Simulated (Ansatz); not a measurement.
Molecule: SiCl, net charge 0, doublet state. 
Structure (B3LYP-D3(BJ)/def2-TZVP (Ansatz, a program for electronic structure) minimum search):
SMILES: Cl[Si]
```xyz
2

Si     0.0000     0.0000    -1.1428
Cl     0.0000     0.0000     0.9411
```
Charge 0, spin multiplicity 2.

Basis-set convergence of Hartree-Fock and CCSD(T) correlation energies (hartree) with Ansatz. Valence correlation only, unless marked. Open shells are spin-unrestricted. Spin-orbit coupling is left out. Non-relativistic.

| basis | functions | E(HF) | E(corr, CCSD(T)) |
|---|---|---|---|
| aug-cc-pV(D+d)Z | 64 | -748.43376 | -0.24851 |
| aug-cc-pV(T+d)Z | 110 | -748.45589 | -0.31171 |
| aug-cc-pV(Q+d)Z | 178 | -748.46120 | -0.33322 |

Extrapolating the two largest sets (X = 3 and 4) as X^-3: E(corr) = (64·(-0.33322) - 27·(-0.31171))/37 = -0.3489 Eh, an estimate of the basis-set limit. The largest set recovers 95.5 % of it, the smallest 71.2 %.
